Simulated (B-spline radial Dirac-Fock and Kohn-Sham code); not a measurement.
Electron momentum distribution of Zn¹⁶⁺: Compton profiles

System: the Zn¹⁶⁺ ion, configuration [Ne] 3s2 3p2.

Model: the impulse approximation on relativistic Hartree-Fock (Dirac-Fock) wave functions, averaged over the configuration. Program: a B-spline atomic structure program. pz is in atomic units of momentum; subshell profiles are per electron, for a selection of subshells; open shells are spread over both j values by their weights.

```tsv
pz	J total	J 1s1/2	J 2s1/2	J 2p1/2	J 3p3/2
0	1.316	0.0285	0.104	0.0531	0.138
0.15	1.313	0.0285	0.104	0.0531	0.138
0.21	1.311	0.0285	0.104	0.0531	0.138
0.31	1.305	0.0284	0.104	0.0531	0.138
0.45	1.292	0.0284	0.103	0.0531	0.138
0.65	1.267	0.0284	0.102	0.0531	0.138
0.94	1.217	0.0284	0.100	0.0531	0.137
1.4	1.115	0.0283	0.0958	0.0530	0.132
2	0.9606	0.0281	0.0877	0.0528	0.117
2.9	0.7489	0.0276	0.0727	0.0518	0.0809
4.2	0.5467	0.0268	0.0497	0.0486	0.0320
6.1	0.3820	0.0251	0.0232	0.0400	0.00701
8.8	0.2270	0.0220	0.00624	0.0252	0.00529
13	0.1013	0.0167	0.00240	0.00962	0.00268
19	0.03904	0.0101	0.00205	0.00218	0.000582
27	0.01400	0.00474	0.000952	0.000358	8.59e-05
39	0.003811	0.00149	0.000248	3.87e-05	8.24e-06
57	0.0007575	0.000318	4.34e-05	3.17e-06	< 1e-6
83	0.0001249	5.40e-05	6.47e-06	< 1e-6	< 1e-6
120	1.949e-05	8.55e-06	< 1e-6	< 1e-6	< 1e-6
```

J(0) = 1.316. The 3s1/2 subshell gives the largest part, 34 %.

Mean momentum ⟨p⟩ by subshell (a.u.): 1s1/2 25.8, 2s1/2 8.83, 2p1/2 11.8, 2p3/2 11.6, 3s1/2 4.58, 3p1/2 5.44, 3p3/2 5.40.

Values without a named source are computed, but for edge energies of neutral atoms, which are taken from tables.
